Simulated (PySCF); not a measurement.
Ca: ionisation energy

Ca [Ar] 4s2 (1S) → Ca⁺ [Ar] 4s1 (2S), as a difference of total energies. Computed with PySCF 2.14 in aug-cc-pVDZ-X2C, with scalar relativity by spin-free X2C-1e. Correlated levels: valence: [Ar] frozen. The calculations carry no spin-orbit coupling.

Q: Order these methods by the ionisation energy they give, lowest first.
A. TPSS
B. CCSD (valence)
C. r2SCAN
D. MP2 (valence)

A: D (5.624 eV), C (5.851 eV), B (5.907 eV), A (6.026 eV).

Errors of the correlated levels include the incompleteness of this basis and the frozen core.

With two correlated electrons CCSD is exact in that space.

For comparison: 6.113 eV (measured; NIST Atomic Spectra Database, ionization energies).
